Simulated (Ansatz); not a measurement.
Abridged output of a molecular run in Ansatz:

```
Functional definition: HF
1694 factors; integrals over basis functions are off by at most 9.8e-4 eV
mean field evaluation 1: about -34262.8436 eV, gradient 3.5e1 eV
mean field evaluation 2: about -34263.2033 eV, gradient 3.6e1 eV
mean field evaluation 4: about -34267.1343 eV, gradient 4.5e0 eV
mean field evaluation 8: about -34267.2327 eV, gradient 2.9e-1 eV
mean field -34267.23323520 eV, -1259.2975942285 hartree, gradient 7.8e-6 eV, S^2 0.000000; 0 other end points of the search recorded, 0 dependent functions left out
21 core orbitals not correlated: weight in the atoms' cores, before any rotation towards them, 1.000 or more for the frozen orbitals, at most 0.000 for the correlated occupied ones
reference -34267.23323520 eV, -1259.2975942285 hartree; 14, 14 occupied and 262, 262 virtual orbitals, 1694 factors
second order -18.24498462 eV of doubles, -0.00000000 eV of singles
cycle   1  -19.37944770 eV  change    -1.1e0 eV  update   1.1e-1
cycle   2  -19.99009617 eV  change   -6.1e-1 eV  update   3.3e-2
cycle   3  -20.08171156 eV  change   -9.2e-2 eV  update   1.4e-2
cycle   4  -20.07343942 eV  change    8.3e-3 eV  update   4.0e-3
cycle   5  -20.07218003 eV  change    1.3e-3 eV  update   1.7e-3
cycle   6  -20.07181849 eV  change    3.6e-4 eV  update   5.8e-4
cycle   7  -20.07168434 eV  change    1.3e-4 eV  update   2.3e-4
cycle   8  -20.07175492 eV  change   -7.1e-5 eV  update   9.9e-5
cycle   9  -20.07179117 eV  change   -3.6e-5 eV  update   3.9e-5
cycle  10  -20.07177499 eV  change    1.6e-5 eV  update   1.6e-5
perturbative correction -0.91957862 eV, -0.0337938909 hartree
Total energy: -34288.22458880 eV, -1260.0690122451 hartree
```

Its atoms:

Z-matrix (Å, degrees):
```
C
Si 1 1.902
Si 1 1.890 2 71.9
Al 1 1.925 2 118.3 3 107.0
H 1 1.091 2 117.9 3 -113.8
H 2 1.484 1 118.0 3 -118.6
H 2 1.484 1 114.3 3 106.8
S 3 2.131 1 119.6 2 -112.3
H 3 1.482 1 116.6 2 117.6
H 4 1.586 1 120.4 2 143.6
H 4 1.588 1 118.6 2 -37.3
H 8 1.344 3 94.6 1 54.1
```

Problem. Which basis set was used?
A. def2-TZVPP
B. cc-pV(Q+d)Z
C. cc-pV(D+d)Z
D. def2-TZVPPD

Solution. A. It gives 297 functions.

Problem. Write the keys of the input that set method, charge and spin (a neutral closed shell needs none for the last two).

Solution. 
```yaml
correlation: {method: ccsd_t}
```
